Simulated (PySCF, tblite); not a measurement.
Compound: C5H11NSi.
Numbering: `[CH2:1]=[C:2]([SiH3:3])/[CH:4]=[N:5]\[CH2:6][CH3:7]` (hydrogens: H8, H9 on C1; H10, H11, H12 on Si3; H13 on C4; H14, H15 on C6; H16, H17, H18 on C7)

Cartesian coordinates in Å at the GFN2-xTB level; atoms count from 1:
```
atom  x, y, z in Å
C1     1.497   -1.458   -0.555
C2     0.735   -0.503   -1.076
Si3    1.423    0.974   -2.038
C4    -0.731   -0.519   -0.939
N5    -1.442   -0.448    0.096
C6    -0.888   -0.341    1.415
C7    -1.577    0.807    2.150
H8     2.570   -1.452   -0.657
H9     1.077   -2.304   -0.029
H10    2.863    0.790   -2.208
H11    0.753    1.038   -3.339
H12    1.143    2.196   -1.281
H13   -1.276   -0.558   -1.881
H14   -1.118   -1.280    1.930
H15    0.203   -0.198    1.421
H16   -1.317    1.757    1.689
H17   -2.655    0.680    2.099
H18   -1.268    0.825    3.192
```

Jobs on this species (18 atoms, 62 electrons) with PySCF (density fitting) and tblite. Hardware of each: one thread of an Intel Xeon at 2.50 GHz, on a shared host. Other jobs ran on the host; a repeat could differ by tens of per cent or more.

```
 level and settings                                                               work  basis functions  SCF cycles  wall time
CAM-B3LYP/def2-SVPD  8 singlets by full TDDFT, 3 Tamm–Dancoff triplets, polarisability              232           ?          ?
           GFN2-xTB                                                  L-BFGS relaxation                –           –      1.4 s
           GFN2-xTB                                      Hessian by finite differences                –           –      1.5 s
      PBE0/pcSseg-1                            shieldings, charges and field gradients              181          14       71 s
```

Q: Fill in the missing figures.

A: 
- CAM-B3LYP/def2-SVPD; 8 singlets by full TDDFT, 3 Tamm–Dancoff triplets, polarisability: 1.9 min, 13 SCF cycles

Q: What do all jobs in the table cost together?

A: About 3.1 min; the longest takes about 61 % of that, and about 81 times as long as the shortest.
